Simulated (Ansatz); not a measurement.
Predict a relaxed structure of MoS₂⁺ (the lowest doublet isomer of a short search), charge 1, doublet, at PBE-D4/def2-TZVP (Ansatz).


```xyz
3

Mo    0.035    0.347   -0.770
S    -1.580   -0.615    0.116
S     1.546    0.269    0.654
```
Point group C2v (tolerance 0.1 Å). The metal has 2 neighbours: S 2.08 Å, S 2.08 Å. This is one stationary point.

In the def2 sets Mo takes a core potential; there is no spin–orbit coupling. The structure comes from a short search, and lower isomers may exist.
